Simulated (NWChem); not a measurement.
All runs are NWChem calculations. System: HClPb, charge 0, spin multiplicity 1, at a geometry optimised with PBE/def2-SVP with def2 effective core potentials on Pb. The structure started from a generated list of species. Level: G0W0@PBE/def2-QZVP with def2 effective core potentials on Pb, RI basis def2-qzvp-rifit, no spin-orbit coupling.

Job file:

```
start mol
memory heap 200 mb stack 700 mb global 1700 mb
geometry units angstroms nocenter noautoz
  Pb    -0.297567     0.304411     0.000000
  H      1.005143     1.670999     0.000000
  Cl     1.376195    -1.566630     0.000000
  symmetry group Cs
end
basis spherical
  * library def2-qzvp
end
ecp
  Pb library def2-ecp
end
basis "ri basis" bse spherical
  * library def2-qzvp-rifit
end
dft
  xc xpbe96 cpbe96
  iterations 100
  direct
  tolerances tight
end
task dft energy
gw
  method cdgw
  states alpha occ 4 vir 2
end
task dft gw
```

Part of the output:

```
             Northwest Computational Chemistry Package (NWChem) 7.3.0
             --------------------------------------------------------

                                NWChem Input Module
                                -------------------

 Scaling coordinates for geometry "geometry" by  1.889725989
 (inverse scale =  0.529177249)

 Turning off AUTOSYM since
 SYMMETRY directive was detected!

                             Geometry "geometry" -> ""
                             -------------------------

 Output coordinates in angstroms (scale by  1.889725989 to convert to a.u.)

  No.       Tag          Charge          X              Y              Z
 ---- ---------------- ---------- -------------- -------------- --------------
    1 Pb                  82.0000    -0.29756700     0.30441100     0.00000000
    2 H                    1.0000     1.00514300     1.67099900     0.00000000
    3 Cl                  17.0000     1.37619500    -1.56663000     0.00000000

 Effective nuclear repulsion energy (a.u.)     319.5865852053

            Nuclear Dipole moment (a.u.)
            ----------------------------
        X                 Y               Z
 ---------------- ---------------- ----------------
    -0.0000680301    -0.0000170075     0.0000000000

      Symmetry information
      --------------------

 Group name             Cs
 Group number              2
 Group order               2
 No. of unique centers     3

      Symmetry unique atoms

     1    2    3


 Summary of "ao basis" -> "" (spherical)
 ------------------------------------------------------------------------------
       Tag                 Description            Shells   Functions and Types
 ---------------- ------------------------------  ------  ---------------------
 *                         def2-qzvp                  on all atoms

 Summary of "ri basis" -> "" (spherical)
 ------------------------------------------------------------------------------
       Tag                 Description            Shells   Functions and Types
 ---------------- ------------------------------  ------  ---------------------
[...]
         328.556109510108         303.523750921067           0.000000000000
           0.000000000000           0.000000000000         687.356488615623

     Multipole analysis of the density
     ---------------------------------

     L   x y z        total         alpha         beta         nuclear
     -   - - -        -----         -----         ----         -------
     0   0 0 0     -0.000000    -20.000000    -20.000000     40.000000

     1   1 0 0     -1.266523    -17.502830    -17.502830     33.739138
     1   0 1 0      0.772081     17.643650     17.643650    -34.515220
     1   0 0 1     -0.000000     -0.000000     -0.000000      0.000000

     2   2 0 0    -33.518914    -79.529559    -79.529559    125.540204
     2   1 1 0      0.276321     66.140407     66.140407   -132.004493
     2   1 0 1     -0.000000     -0.000000     -0.000000      0.000000
     2   0 2 0    -34.469972   -100.359531   -100.359531    166.249090
     2   0 1 1      0.000000      0.000000      0.000000      0.000000
     2   0 0 2    -28.227743    -14.113871    -14.113871      0.000000

 Task  times  cpu:       83.8s     wall:       83.8s

                                NWChem Input Module
                                -------------------

                                 NWChem GW Module
                                 ----------------

                             ***********************
                             ***        GW       ***
                             ***********************

 Summary of "ri basis" -> "ri basis" (spherical)
 ------------------------------------------------------------------------------
       Tag                 Description            Shells   Functions and Types
 ---------------- ------------------------------  ------  ---------------------
 Pb                     def2-qzvp-rifit             49      265   10s10p9d8f6g4h2i
 H                      def2-qzvp-rifit             16       56   6s4p3d2f1g
 Cl                     def2-qzvp-rifit             41      167   12s10p9d6f3g1h

                 Memory Information
                 ------------------
          Available GA per process is          1699.7 MBs
          Available stack per process is        700.0 MBs
          Available heap per process is           0.1 MBs

          Peak memory in Initialization
              Peak GA per process is                 17.0 MBs
              Peak stack per process is               0.4 MBs
              Peak heap per process is               17.9 MBs
              Memory not in MA per process            0.0 MBs

          Peak memory in CDGW Calculation
              Peak GA per process is                 20.9 MBs
              Peak stack per process is               3.6 MBs
              Peak heap per process is                3.9 MBs
              Memory not in MA per process            0.0 MBs

          Computing 2-center integrals
          Computing Inverse Cholesky factor
          Computing 3-center integrals
          Computing Vxc

          Computing Sigma_x
          Computing W(iw) on the imaginary grid
          Solving quasiparticle equations

                  Alpha Orbitals
          State     Energy (eV)     Error (eV)
          -----------------------------------
@GW        17        -10.737           0.003
@GW        18         -9.909           0.005
@GW        19         -9.733           0.003
@GW        20         -9.022           0.002
@GW        21         -1.476           0.002
@GW        22          0.404           0.004

     GW Timing Statistics
   ------------------------
   Init.   :          0.2s
     ERIs  :          3.2s
     Distr.:          0.0s
     Vxc   :          0.3s
   Vmo     :          0.0s
   iW      :          3.9s
   I_n     :          0.0s
   R_n     :          0.9s
   GW total:          8.6s

 Task  times  cpu:        8.6s     wall:        8.6s

 Total times  cpu:       92.4s     wall:       92.4s
```
